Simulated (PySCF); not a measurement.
Computed shifts of a molecule C2H10O2Si2, PBE/pcSseg-1 run with PySCF, GIAO, gas phase, atoms alike by connectivity averaged where their shifts nearly agree, in ppm (number of nuclei): ¹³C: 57.5 (1), 56.2 (1). ²⁹Si: -37.0 (1), -119.8 (1). ¹H: 4.41 (1), 4.32 (1), 4.17 (1), 3.96 (1), 3.83 (1), 3.75 (3), -0.45 (1), -0.55 (1). References: ¹⁷O against H2O (σ = 334.3 ppm); ¹³C against TMS (σ = 182.0 ppm); ²⁹Si against TMS (σ = 335.4 ppm); ¹H against TMS (σ = 31.49 ppm), references at their B3LYP-D3(BJ)/def2-TZVP geometries, non-relativistic. Coordinates come from a r2SCAN-D4/def2-SVP optimisation. Other conformers were not sampled.

Problem. Pick the molecule that these values belong to.
A. [SiH3]OCCO[SiH3]
B. OC[SiH2][SiH2]CO
C. CO[SiH2][Si@H](C)O
D. OC[SiH]([SiH3])CO

Solution. D, OC[SiH]([SiH3])CO
